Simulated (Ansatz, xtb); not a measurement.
## C2HGeO−: where a starting geometry ends

The starting geometry of this gas-phase singlet was built from a drawn formula by distance geometry and a force field; its bonds are those of `[H]/[C-]=[C]1\[O][Ge]1`.

```yaml
atoms:
  - { symbol: C, position_ang: [-0.5337, 2.1390, 0.9374] }
  - { symbol: C, position_ang: [-0.1268, 1.2616, 0.0730] }
  - { symbol: Ge, position_ang: [0.9839, 0.8054, -1.1735] }
  - { symbol: O, position_ang: [-0.3817, -0.0417, -0.6362] }
  - { symbol: H, position_ang: [-1.4012, 1.9731, 1.5550] }
```

Predict what it relaxes into with r2SCAN-D4/def2-SVPD.

A bond breaks, leaving `C#[C][Ge-]=[O]`. Distances that change by over a tenth: C2–Ge3 (1.73 → 2.08 Å). Contacts that open: C2–O4 (1.51 → 3.00 Å).

The energy falls by 2.88 eV over 20 steps:

| step | E − E(last) (eV) |
| --- | --- |
| 1 | 2.877 |
| 3 | 2.100 |
| 5 | 2.025 |
| 7 | 1.739 |
| 9 | 0.697 |
| 12 | 0.119 |
| 14 | 0.025 |
| 16 | 0.005 |
| 18 | 0.001 |
| 20 | 0.000 |

Final geometry (Å):

```
atom    x (Å)    y (Å)    z (Å)
   C  -0.7938   2.1698   1.2039
   C  -0.3086   1.4566   0.3206
  Ge   0.8351   0.6057  -1.1925
   O   0.0555  -0.8561  -1.5547
   H  -1.2478   2.7613   1.9785
```

From the same start GFN2-xTB reaches the same bonding as this run.

The end wasn't checked by frequencies. Run with Ansatz 0.2.0, 41 s on 2 threads of Arm Neoverse V1, with other jobs on the host.
